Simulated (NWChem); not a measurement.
Species: SiHF cation, doublet; SMILES of the neutral closed-shell parent F[SiH]

```xyz
3

Si     0.1389     0.5593     0.0000
H     -1.1837     1.3157     0.0000
F     -0.0302    -1.0030     0.0000
```
Atoms are numbered in this order, from 1.

Program: NWChem. Spin-unrestricted. In the optimisation the excess spin sits in a' (Cs, its own frame). Geometry: optimised at PBE0/def2-SVP, spin-unrestricted. The spin multiplicity was typed, not searched, and may not be the lowest. No stability test was run on the SCF state. Principal shifts from the free-electron g value, in parts per thousand; spin-orbit coupling by linear response on scalar ZORA.

For level BP86/x2c-SVPall, ZORA:

```yaml
"Δg1 (ppt)": -11.23
"Δg2 (ppt)": -0.27
"Δg3 (ppt)": 1.39
```

Problem. Estimate the same quantities for level PBE0/x2c-SVPall, ZORA.

Solution. 
- Δg1 (ppt) = -10.85
- Δg2 (ppt) = -0.12
- Δg3 (ppt) = 1.11
